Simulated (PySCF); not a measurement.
(E)-1-bromo-2-fluoroprop-1-ene (C₃H₄BrF), SMILES C/C(F)=C\Br. Heavy atoms are numbered as in [CH3:1]/[C:2]([F:3])=[CH:4]\[Br:5]. Hydrogens are named by the atom that carries them.

Geometry: B3LYP-D3(BJ)/def2-SVP.

Level of theory: PBE/pcSseg-1 (PySCF).

GIAO shieldings, no solvent; atoms alike by connectivity are averaged. δ = σ(ref) − σ: ¹³C against TMS (σ = 182.0 ppm); ¹⁹F against CFCl3 (σ = 133.6 ppm); ¹H against TMS (σ = 31.49 ppm), references at their B3LYP-D3(BJ)/def2-TZVP geometries, non-relativistic (without spin–orbit terms, shifts of atoms bonded to Cl or Br come out too high).

Computed chemical shifts:
| nucleus | atoms | count | δ (ppm) |
|---|---|---|---|
| ¹³C | C2 | 1 | 173.0 |
| ¹³C | C4 (CH) | 1 | 108.7 |
| ¹³C | C1 (CH3) | 1 | 18.6 |
| ¹⁹F | F3 | 1 | -102.0 |
| ¹H | H on C4 | 1 | 5.95 |
| ¹H | H on C1 | 3 | 2.39 |
